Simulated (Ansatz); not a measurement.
BH$_{3}$O$_{2}$S (`OB(O)S`), charge 0, multiplicity 1.

Task: Give a relaxed structure at PBE0-D4/def2-TZVP (the Gaussian-basis code of Ansatz). (Estimate.)

Result: Ansatz gave: 
Z-matrix (Å, degrees):
```
B
O 1 1.357
S 1 1.829 2 115.3
O 1 1.364 2 119.2 3 180.0
H 2 0.961 1 112.0 3 -180.0
H 3 1.342 1 96.9 2 -180.0
H 4 0.957 1 115.3 2 -180.0
```
Point group Cs.
